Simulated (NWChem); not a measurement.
System meant: C₂H₂N₂O; SMILES c1ocnn1

Here is an NWChem input.

```
start job
memory heap 200 mb stack 900 mb global 1100 mb
geometry units angstroms noautoz
  C      0.000000    -1.045997     0.260526
  N      0.000000    -0.688135    -0.975825
  N      0.000000     0.688135    -0.975825
  C      0.000000     1.045997     0.260526
  O      0.000000     0.000000     1.105649
  H      0.000000    -2.050692     0.677042
  H      0.000000     2.050692     0.677042
end
basis spherical
  * library def2-svp
end
dft
  odft
  mult 2
  xc b3lyp
  iterations 150
  mulliken
end
task dft energy
```

End of the output:

```
                                 NWChem DFT Module
                                 -----------------

 Summary of "ao basis" -> "ao basis" (spherical)
 ------------------------------------------------------------------------------
       Tag                 Description            Shells   Functions and Types
 ---------------- ------------------------------  ------  ---------------------
 C                          def2-svp                 6       14   3s2p1d
 N                          def2-svp                 6       14   3s2p1d
 O                          def2-svp                 6       14   3s2p1d
 H                          def2-svp                 3        5   2s1p

 Summary of "ao basis" -> "ao basis" (spherical)
 ------------------------------------------------------------------------------
       Tag                 Description            Shells   Functions and Types
 ---------------- ------------------------------  ------  ---------------------
 C                          def2-svp                 6       14   3s2p1d
 N                          def2-svp                 6       14   3s2p1d
 O                          def2-svp                 6       14   3s2p1d
 H                          def2-svp                 3        5   2s1p

      Symmetry analysis of basis
      --------------------------

        a1         31
        a2         10
        b1         12
        b2         27

  number of electrons :                   36
  multiplicity        :                    2
 ------------------------------------------------------------------------
  no. of electrons and multiplicity not compatible                  36
 ------------------------------------------------------------------------
 ------------------------------------------------------------------------
  current input line :
    22: task dft energy
 ------------------------------------------------------------------------
 ------------------------------------------------------------------------
 There is an error in the input file
 ------------------------------------------------------------------------
 For more information see the NWChem manual at https://nwchemgit.github.io

0: no. of electrons and multiplicity not compatible:Received an Error in Communication
```

Q: What is wrong, and how is it mended?

A: The input was rejected before any calculation. Cause: the multiplicity doesn't fit the number of electrons (an even count wants an odd multiplicity, and the reverse). This input runs:
```
start job
memory heap 200 mb stack 900 mb global 1100 mb
geometry units angstroms noautoz
  C      0.000000    -1.045997     0.260526
  N      0.000000    -0.688135    -0.975825
  N      0.000000     0.688135    -0.975825
  C      0.000000     1.045997     0.260526
  O      0.000000     0.000000     1.105649
  H      0.000000    -2.050692     0.677042
  H      0.000000     2.050692     0.677042
end
basis spherical
  C library def2-svp
  N library def2-svp
  O library def2-svp
  H library def2-svp
end
dft
  xc b3lyp
  iterations 150
  mulliken
end
task dft energy
```
It converges to -261.89639 Ha (B3LYP/def2-SVP).
